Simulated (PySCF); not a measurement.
HgBr, SMILES [Br][Hg+], charge +1. Geometry optimised at r2SCAN-D4/def2-TZVP. The multiplicity is an assumed one; other spin states were not compared. The def2 effective core potentials stand for the cores of Hg; spin–orbit coupling is left out.

Computed equilibrium geometry at r2SCAN-D4/def2-TZVP (PySCF confirms it by a frequency run) as Cartesian coordinates in Å, and its point group:
point group C∞v.
```xyz
2

Hg     0.0000     0.0000    -0.7228
Br     0.0000     0.0000     1.6520
```
Charge +1, spin multiplicity 1.
